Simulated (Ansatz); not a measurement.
Job for Ansatz (a program for electronic structure): U-B3LYP/def2-TZVPPD on BeHI (SMILES [BeH][I]), a point of a bond scan (R = 1.323 Å). Elements past Kr take the def2 small-core potentials; no spin–orbit coupling. Files ending in .json are basis or fitting sets from the Basis Set Exchange.

Ansatz 0.2 input:
```yaml
crystal:
  periodic: [false, false, false]
  atoms:
    - {symbol: Be, position_ang: [-0.00000000, -0.00000000, -1.96186424]}
    - {symbol: H, position_ang: [0.00000000, 0.00000000, -3.28469719]}
    - {symbol: I, position_ang: [0.00000000, 0.00000000, 0.21004064]}
basis:
  gaussian:
    orbitals: def2-TZVPPD.json
hamiltonian:
  xc: {name: B3LYP}
magnetization: {spin_polarized: true, initial_magnetization: 0}
```

The head of its log:

```
WARN ansatz: RAYON_NUM_THREADS=1 ignored (pool sized by the plan → 1); use --threads N
Functional definition: B3LYP
integrals: 0.02 GiB planned
659 factors; their error is unknown
mean field: 0.31 GiB planned
mean field evaluation 1: about -8522.1172 eV, gradient 7.1e0 eV
mean field evaluation 2: about -8522.3632 eV, gradient 4.4e0 eV
```

Task: Give the final energy of this run.

Result: -313.2018 hartree.
